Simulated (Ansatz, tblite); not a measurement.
Spin states of the cluster Cu4⁻, each relaxed with r2SCAN-D4/def2-SVPD in Ansatz. Electronic energies in the gas phase.

The xTB rows come from tblite. Correlated methods freeze 36 core orbitals. The rows differ in basis, and correlated rows in double-zeta sets carry the largest basis error. In CCSD on the charge -1 doublet the largest single amplitude is 0.24, so its Hartree–Fock determinant may place the open shell otherwise than the density functionals do. The structure comes from a short search, and lower isomers may exist.

Doublet geometry (D2h within 0.1 Å):

```xyz
4

Cu    1.8831   -0.0327    0.6283
Cu   -1.8831    0.0331   -0.6283
Cu   -0.1363    1.0714    0.4654
Cu    0.1363   -1.0718   -0.4654
```

Quartet geometry (Td within 0.1 Å):

```tsv
atom	x (Å)	y (Å)	z (Å)
Cu1	-1.2104	0.7716	-0.0750
Cu2	0.5127	-0.2175	-1.3251
Cu3	-0.2770	-1.2666	0.6203
Cu4	0.9747	0.7126	0.7798
```

⟨S²⟩: doublet 0.76 at PBE0-D4/def2-TZVPD (pure 0.75), quartet 3.77 at PBE0-D4/def2-TZVPD (pure 3.75).

Run but left out: HF/STO-3G, HF/def2-SVPD, HF/def2-TZVPD, MP2/def2-SVPD, MP2/def2-TZVPD (doublet: ⟨S²⟩ 1.15 to 5.81, where a pure state has 0.75).

Only these spin states were relaxed. Higher spins weren't run and may lie lower. The quartet has other bonds than the doublet, so the gap mixes isomer and spin.

| level | quartet − doublet (kJ/mol) | lowest of these | remarks |
| --- | --- | --- | --- |
| GFN1-xTB | 122.3 | doublet | – |
| GFN2-xTB | 553.2 | doublet | – |
| PBE-D4/def2-TZVPD | 52.1 | doublet | HOMO above zero (doublet), HOMO above zero (quartet) |
| revPBE-D4/def2-TZVPD | 50.4 | doublet | HOMO above zero (doublet), HOMO above zero (quartet) |
| r2SCAN-D4/def2-TZVPD | 27.4 | doublet | HOMO above zero (doublet) |
| PBE0-D4/def2-TZVPD | 42.6 | doublet | HOMO above zero (doublet) |
| PBE-QIDH/def2-TZVPD | 29.9 | doublet | – |
| CCSD/def2-SVPD | 21.5 | doublet | spin-contaminated (⟨S²⟩ 1.21) (doublet) |
| CCSD(T)/def2-SVPD | 28.4 | doublet | spin-contaminated (⟨S²⟩ 1.21) (doublet) |

Change of the quartet − doublet gap on mixing in exact exchange, in kJ/mol: PBE to PBE0 (25 % exact exchange) -9.5.

The xTB methods have no term that favours high spin, so they put low spin too low.
